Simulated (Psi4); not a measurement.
C2HO2 (SMILES O=[C-]C=O), charge -1, singlet, geometry from GFN2-xTB (a gas-phase anion, which may not be bound at this level); HF/6-311G** in Psi4 1.11.

Input for Psi4:
```
memory 2 GB

molecule {
-1 1
  C     0.31713830    0.54782505   -0.19540831
  C    -0.03599745   -0.70869134    0.06198081
  O     0.81236598    1.62949696    0.08359265
  O    -1.13968581   -1.34581562    0.02327185
  H     0.93171368   -1.30425298   -0.05435090
}

set basis 6-311g**
set scf_type pk

energy('scf')
print_variables()
```

It wrote (shortened):

```
   => Loading Basis Set <=

    Name: 6-311G**
    Role: ORBITAL
    Keyword: BASIS

         ---------------------------------------------------------
                                   SCF
               by Justin Turney, Rob Parrish, Andy Simmonett
                          and Daniel G. A. Smith
                              RHF Reference
         ---------------------------------------------------------

  ==> Geometry <==

    Molecular point group: c1
    Full point group: C1

    Geometry (in Angstrom), charge = -1, multiplicity = 1:

       Center              X                  Y                   Z               Mass
    ------------   -----------------  -----------------  -----------------  -----------------
         C            0.333327705974     0.525146844250    -0.196344881101    12.000000000000
         C           -0.019808044026    -0.731369545750     0.061044238899    12.000000000000
         O            0.828555385974     1.606818754250     0.082656078899    15.994914619570
         O           -1.123496404026    -1.368493825750     0.022335278899    15.994914619570
         H            0.947903085974    -1.326931185750    -0.055287471101     1.007825032230

  Running in c1 symmetry.

  Rotational constants: A =      2.94488  B =      0.15092  C =      0.14511 [cm^-1]
  Rotational constants: A =  88285.34052  B =   4524.57988  C =   4350.32314 [MHz]
  Nuclear repulsion =   93.228983875978486

  Charge       = -1
  Multiplicity = 1
  Electrons    = 30
  Nalpha       = 15
  Nbeta        = 15

  ==> Algorithm <==

  SCF Algorithm Type is PK.
  DIIS enabled.
  MOM disabled.
  Fractional occupation disabled.
  Guess Type is SAD.
  Energy threshold   = 1.00e-06
  Density threshold  = 1.00e-06
  Integral threshold = 1.00e-12

  ==> Primary Basis <==

  Basis Set: 6-311G**
    Blend: 6-311G**
    Number of shells: 36
    Number of basis functions: 78
    Number of Cartesian functions: 82
    Spherical Harmonics?: true
    Max angular momentum: 2

  ==> Integral Setup <==

  Using in-core PK algorithm.
   Calculation information:
      Number of atoms:                   5
      Number of AO shells:              36
      Number of primitives:             74
      Number of atomic orbitals:        82
      Number of basis functions:        78

      Integral cutoff                 1.00e-12
      Number of threads:                 1

  Performing in-core PK
  Using 9495642 doubles for integral storage.
[...]
   @RHF iter   3:  -226.00408831928635   -7.95244e-02   7.60242e-04 ADIIS/DIIS
   @RHF iter   4:  -226.00695698909934   -2.86867e-03   2.71614e-04 ADIIS/DIIS
   @RHF iter   5:  -226.00769879150442   -7.41802e-04   1.16174e-04 ADIIS/DIIS
   @RHF iter   6:  -226.00788240008828   -1.83609e-04   5.41265e-05 DIIS
   @RHF iter   7:  -226.00793710602255   -5.47059e-05   3.04568e-05 DIIS
   @RHF iter   8:  -226.00795455072000   -1.74447e-05   1.47898e-05 DIIS
   @RHF iter   9:  -226.00796209464329   -7.54392e-06   8.37469e-06 DIIS
   @RHF iter  10:  -226.00796513118530   -3.03654e-06   4.44838e-06 DIIS
   @RHF iter  11:  -226.00796566976149   -5.38576e-07   1.87763e-06 DIIS
   @RHF iter  12:  -226.00796576294763   -9.31861e-08   5.23388e-07 DIIS
  Energy and wave function converged.

  ==> Post-Iterations <==

    Orbital Energies [Eh]
    ---------------------

    Doubly Occupied:

[...]
    Virtual:

[...]
    Final Occupation by Irrep:
              A
    DOCC [    15 ]
    NA   [    15 ]
    NB   [    15 ]

  @RHF Final Energy:  -226.00796576294763

   => Energetics <=

    Nuclear Repulsion Energy =             93.2289838759784857
    One-Electron Energy =                -501.8232935529618999
    Two-Electron Energy =                 182.5863439140357798
    Total Energy =                       -226.0079657629476344

Computation Completed

Properties will be evaluated at   0.000000,   0.000000,   0.000000 [a0]

Properties computed using the SCF density matrix

 Multipole Moments:

 ------------------------------------------------------------------------------------
     Multipole            Electronic (a.u.)      Nuclear  (a.u.)        Total (a.u.)
 ------------------------------------------------------------------------------------

 L = 1.  Multiply by 2.5417464519 to convert [e a0] to [Debye]
 Dipole X            :         -0.1539120            0.8872130            0.7333010
 Dipole Y            :          1.5701123           -1.2428123            0.3272999
 Dipole Z            :          0.1151139           -0.0513258            0.0637880
 Magnitude           :                                                    0.8055585

 ------------------------------------------------------------------------------------

  Variable Map:
  ----------------------------------------------------------------------------
[...]
  Array Variable Map:
  ----------------------------------------------------------------------------
[...]
[...]
```
